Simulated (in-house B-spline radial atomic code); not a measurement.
How numerical settings move a run on Ce⁸⁺, [Kr] 4d10 5s2 5p2. Computed with an all-electron radial atomic-structure program (B-spline basis): scalar-relativistic (X2C) BP86, spherical fractional occupations, Fermi nucleus of rms radius 4.8771 fm.

Command:
```bash
python run_scf.py task.json out
```
Settings of the sound reference run:
```
Z                58
electrons        50
configuration    [Kr] 4d10 5s2 5p2
hamiltonian      x2c
method           b88,p86
spin_polarised   False
nucleus          fermi
rms_radius       4.8771
mass_number      140
atomic_mass      139.9054
speed_of_light   137.036
knot_spacing     0.22
spline_order     8
gauss_points     12
box_radius       6.9
max_iterations   70
damping          0.5
damped_steps     3
diis_vectors     10
tolerance        1e-08
start            Thomas-Fermi
```

Run time, properties included: 0.29 s on 1 thread of Arm Neoverse N1, with other jobs on the host.

It converges in 9 iterations to -8845.126531 hartree, with 5p at -115.845 eV. The other runs change the listed settings, some to values that make no sense; their results aren't properties of the atom or ion. Radii are in bohr (the nuclear one in fm), a minus after a letter asks for a j subshell, and «unchanged» means within 1e-8 hartree. The run stops when the residual is below 10 × tolerance × max(1, Z/10), or a noise floor if that is larger, and the energy moves by less than 1e-8 × √|E| hartree; so very loose and very tight tolerances often act alike.

| changed settings | outcome |
| --- | --- |
| spline_order = 5, max_iterations = 100, damping = 0.8 | converged in 10 iterations, energy +2.07e-04 hartree from the reference, 5p level +2.7e-05 eV |
| spline_order = 3 | converged in 9 iterations, energy +2.96e-01 hartree from the reference, 5p level +3.1e-02 eV |
| spline_order = 6 | converged in 9 iterations, energy +1.55e-05 hartree from the reference, 5p level +5.2e-06 eV |
| knot_spacing = 2, gauss_points = 8, max_iterations = 75 | converged in 9 iterations, energy +9.43e+01 hartree from the reference, 5p level -7.1e-01 eV (the program warns: 1s reaches the box edge; 2s reaches the box edge) |
| first_knot = 1.72e-05 | converged in 9 iterations, energy +2.83e-06 hartree from the reference, 5p level +2.7e-06 eV |
| gauss_points = 6 | converged in 9 iterations, energy +1.09e-06 hartree from the reference, 5p level +5.1e-06 eV |
| spline_order = 7 | converged in 9 iterations, energy +4.50e-06 hartree from the reference, 5p level +8.2e-06 eV |
| gauss_points = 3 | not converged after 70 iterations, last residual 9.2e+00, last energy +9.80e+02 hartree from the reference |
| gauss_points = 5 | converged in 9 iterations, energy +9.69e-07 hartree from the reference, 5p level +4.8e-06 eV |
| first_knot = 0.0517 | converged in 9 iterations, energy +9.05e+00 hartree from the reference, 5p level -1.4e-02 eV |
| electrons = 51, configuration = [Kr] 4d10 5s2 5p2 3f1, max_iterations = 100 | stopped with error: there is no 3f shell |
| first_knot = 0.0172 | converged in 9 iterations, energy +7.58e-01 hartree from the reference, 5p level -1.2e-03 eV |
| spline_order = 4 | converged in 9 iterations, energy +5.79e-03 hartree from the reference, 5p level +6.6e-04 eV |
| hamiltonian = dirac, method = hf, speed_of_light = 43.50893 | stopped with error: Z/c is past the critical charge |
| gauss_points = 8 | converged in 9 iterations, energy +1.17e-06 hartree from the reference, 5p level +4.9e-06 eV |
| first_knot = 0.00172 | converged in 9 iterations, energy -8.75e-02 hartree from the reference, 5p level +1.8e-04 eV |
| knot_spacing = 0.75, gauss_points = 4, max_iterations = 60, damping = 0.2 | converged in 9 iterations, energy +3.40e+00 hartree from the reference, 5p level +6.6e-02 eV |
| knot_spacing = 0.15, box_radius = 27.6, max_iterations = 75, diis_vectors = 20, tolerance = 1e-10 | converged in 9 iterations, energy -5.61e-06 hartree from the reference, 5p level -3.8e-06 eV |

(1) What happens with electrons = 51, configuration = [Kr] 4d10 5s2 5p2 6p-1, max_iterations = 75?

(2) What happens with first_knot = 1.72e-06?

(3) What happens with gauss_points = 16?

(4) What happens with first_knot = 0.000172?

Results:

(1) Stopped with error: j subshells need the Dirac Hamiltonian and l > 0.

(2) Converged in 9 iterations, energy +6.39e-06 hartree from the reference, 5p level +8.6e-06 eV.

(3) Converged in 9 iterations, energy +4.42e-07 hartree from the reference, 5p level +1.8e-06 eV.

(4) Converged in 9 iterations, energy -1.10e-04 hartree from the reference, 5p level +6.6e-06 eV.
